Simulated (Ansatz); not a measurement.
`F[CH2][AlH][O][SiH3]` + H₂ → `[CH3][AlH][O][SiH3]` + H–F  (hydrogenolysis of a C–F bond)

Calculated with Ansatz (gas phase, PBE0-D4/def2-TZVP geometries, no zero-point term in ΔE). CBS: MP2 limit from def2 TZ/QZ plus the TZ coupled-cluster correction, frozen cores. This one scheme is used for every species. DFT in def2-TZVPP. B3LYP here is the variant with VWN-RPA as its local correlation; programs differ in this. Each species was taken in one conformer, which may not be the lowest.

`F[CH2][AlH][O][SiH3]`:

```xyz
11

F    -1.624    1.347    0.189
C    -0.478    2.015   -0.254
Al    1.039    0.757   -0.432
O     0.774   -0.858   -0.049
Si   -0.098   -2.146    0.438
H    -0.724    2.508   -1.204
H    -0.267    2.825    0.457
H     2.471    1.214   -0.914
H    -0.598   -1.941    1.824
H    -1.257   -2.363   -0.469
H     0.761   -3.359    0.414
```

H₂:

```xyz
2

H     0.209    0.298   -0.081
H    -0.209   -0.298    0.081
```

`[CH3][AlH][O][SiH3]`:

Cartesian coordinates in Å:
```
C -0.427 -0.881 -1.980
Al -0.822 -0.924 -0.079
O -0.047 0.156 0.962
Si 0.846 1.273 1.725
H 0.546 -0.430 -2.193
H -1.181 -0.291 -2.512
H -0.447 -1.883 -2.419
H -1.861 -1.913 0.587
H -0.008 2.423 2.127
H 1.931 1.779 0.839
H 1.469 0.690 2.943
```

H–F:

```xyz
2

F    -0.242   -0.007   -0.391
H     0.242    0.007    0.391
```

```json
{"level": "PBE-D4", "ΔE (kcal/mol)": "-31.3", "difference from CCSD(T)/CBS": "3.5"}
{"level": "r2SCAN-D4", "ΔE (kcal/mol)": "-32.0", "difference from CCSD(T)/CBS": "2.8"}
{"level": "PBE0-D4", "ΔE (kcal/mol)": "-33.5", "difference from CCSD(T)/CBS": "1.3"}
{"level": "B3LYP-D4", "ΔE (kcal/mol)": "-31.2", "difference from CCSD(T)/CBS": "3.6"}
{"level": "ωB97X-V", "ΔE (kcal/mol)": "-31.4", "difference from CCSD(T)/CBS": "3.4"}
{"level": "ωB97M-V", "ΔE (kcal/mol)": "-32.4", "difference from CCSD(T)/CBS": "2.4"}
{"level": "B2PLYP", "ΔE (kcal/mol)": "-33.1", "difference from CCSD(T)/CBS": "1.7"}
{"level": "PBE", "ΔE (kcal/mol)": "-31.6", "difference from CCSD(T)/CBS": "3.2"}
{"level": "r2SCAN", "ΔE (kcal/mol)": "-32.1", "difference from CCSD(T)/CBS": "2.7"}
{"level": "PBE0", "ΔE (kcal/mol)": "-33.9", "difference from CCSD(T)/CBS": "0.9"}
{"level": "B3LYP", "ΔE (kcal/mol)": "-31.7", "difference from CCSD(T)/CBS": "3.1"}
{"level": "HF/def2-TZVPP", "ΔE (kcal/mol)": "-33.8", "difference from CCSD(T)/CBS": "1.0"}
{"level": "MP2/def2-TZVPP", "ΔE (kcal/mol)": "-36.3", "difference from CCSD(T)/CBS": "-1.5"}
{"level": "SCS-MP2/def2-TZVPP", "ΔE (kcal/mol)": "-34.4", "difference from CCSD(T)/CBS": "0.4"}
{"level": "CCSD/def2-TZVPP", "ΔE (kcal/mol)": "-34.9", "difference from CCSD(T)/CBS": "-0.1"}
{"level": "CCSD(T)/def2-TZVPP", "ΔE (kcal/mol)": "-34.4", "difference from CCSD(T)/CBS": "0.4"}
{"level": "HF/def2-QZVPP", "ΔE (kcal/mol)": "-33.8", "difference from CCSD(T)/CBS": "1.0"}
{"level": "MP2/def2-QZVPP", "ΔE (kcal/mol)": "-36.5", "difference from CCSD(T)/CBS": "-1.7"}
{"level": "SCS-MP2/def2-QZVPP", "ΔE (kcal/mol)": "-34.8", "difference from CCSD(T)/CBS": "0.0"}
{"level": "HF/CBS(def2)", "ΔE (kcal/mol)": "-33.8", "difference from CCSD(T)/CBS": "1.0"}
{"level": "MP2/CBS(def2)", "ΔE (kcal/mol)": "-36.7", "difference from CCSD(T)/CBS": "-1.9"}
{"level": "CCSD/CBS(def2)", "ΔE (kcal/mol)": "-35.3", "difference from CCSD(T)/CBS": "-0.5"}
{"level": "CCSD(T)/CBS", "ΔE (kcal/mol)": "-34.8", "difference from CCSD(T)/CBS": "0"}
```

Largest T1 diagnostic among the species: 0.012.

From PBE to PBE0 (25 % exact exchange), in def2-TZVPP and without D4, ΔE moves by −2.2 kcal/mol.
